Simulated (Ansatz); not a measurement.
The first iterations of a band of CH8Si2 + ClH (13 atoms, charge 0, multiplicity 1).

Computed with RKS PBE0/def2-SVP (Ansatz 0.2.0).

```
movable images  : 5
climbing image  : yes
spring          : 5.0 eV/Å²
optimiser       : quadratic models (default)
start path      : through a guess of the saddle point
force threshold : 0.05 eV/Å
iteration limit : 60
end points      : relaxed
```

Initial state:

```xyz
13
Properties=species:S:1:pos:R:3
Si -0.468 -0.696 0.518
C 0.768 0.139 1.667
H -1.780 0.043 0.573
H -0.764 -2.092 0.970
Si 0.283 -0.736 -1.716
H -1.619 1.898 -0.269
Cl -0.847 2.777 -0.814
H 0.917 1.185 1.357
H 0.408 0.130 2.707
H 1.742 -0.373 1.634
H 1.294 0.338 -1.955
H -0.860 -0.555 -2.664
H 0.925 -2.057 -2.006
```

Final state:

```xyz
13
Properties=species:S:1:pos:R:3
Si -1.685 -0.592 -0.506
C 1.289 1.018 1.980
H -2.915 -1.260 -1.021
H -1.384 -1.119 0.857
Si 0.118 -0.850 -1.982
H 0.422 1.354 1.394
Cl -2.085 1.446 -0.344
H 2.041 1.818 2.010
H 0.970 0.777 3.002
H 1.728 0.124 1.514
H 1.317 -0.135 -1.451
H -0.254 -0.278 -3.311
H 0.438 -2.303 -2.143
```

| iteration | highest image above the first end (eV) | largest band force component (eV/Å) |
| --- | --- | --- |
| 1 | 1.960 | 4.899 |
| 2 | 1.772 | 1.889 |
| 3 | 1.281 | 1.696 |
| 4 | 1.006 | 1.221 |

Question: Does the band converge within its limit, and where does its top end?

Answer: The run converged. It ended after 14 iterations with the highest image 1.628 eV above the first end. Neighbouring images differ by up to 1.7 eV, so the band resolves the path poorly. A vibrational analysis at the climbing image gives one clearly imaginary mode, 454i cm⁻¹: a first-order saddle point. The orbitals stay closed-shell, which can raise the energy where a bond breaks towards radicals; this wasn't checked here.

Time of the run: 3.8 min on 2 threads of Arm Neoverse V2, with other jobs on the host, peak memory 0.26 GiB.
